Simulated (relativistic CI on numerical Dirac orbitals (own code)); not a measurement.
**Hyperfine structure of Dy LXIV, mass number 161**

Computed by Dirac-Coulomb-Breit CI, KLI orbitals optimised for each configuration, model QED (radiative potential, 1s self-energy scaled to tabulated hydrogen-like ionisation energies), unscaled Slater integrals (own radial code, finite nucleus).

Configurations in the expansion (outside the closed core 1s2): 2s, 2p, 3s, 3p, 3d, 4s, 4p, 4d, 4f, 5s, 5p, 5d, 5f, 5g. Levels of other configurations are missing.

Nuclear spin I = 5/2, μ = -0.479 μN, Q = 2.51 b (tables of Stone and Pyykkö). The electronic factors are computed for point nuclear moments, without core polarisation or the Bohr-Weisskopf and QED corrections.

| Level | E (10³ cm⁻¹) | A (GHz) | B (GHz) |
| --- | --- | --- | --- |
| 2s ²S1/2 | 0.0 | -2826 |  |
| 2p ²P°1/2 | 1300.1 | -912.3 |  |
| 2p ²P°3/2 | 8553.1 | -116.5 | 2990 |
| 3s ²S1/2 | 69322.8 | -839.3 |  |
| 3p ²P°1/2 | 69677.0 | -279.8 |  |
| 3p ²P°3/2 | 71836.8 | -35.89 | 938 |
| 3d ²D3/2 | 71931.6 | -20.78 | 184 |
| 3d ²D5/2 | 72561.7 | -8.355 | 229 |

Levels with J = 0, under 50 % of one LS term, or S terms without an open s electron are left out. Small factors come from cancelling terms and can be off by tens of per cent or more.

At this charge energies of transitions that change n are usually good to better than 1 %, and those within a shell (Δn = 0) to a few per cent.

(1) Give the hyperfine levels of 2s ²S1/2 relative to its centre of gravity.

## Answers

(1) With K = F(F + 1) − I(I + 1) − J(J + 1), E = AK/2: F = 2: 4945, F = 3: -3532 GHz.
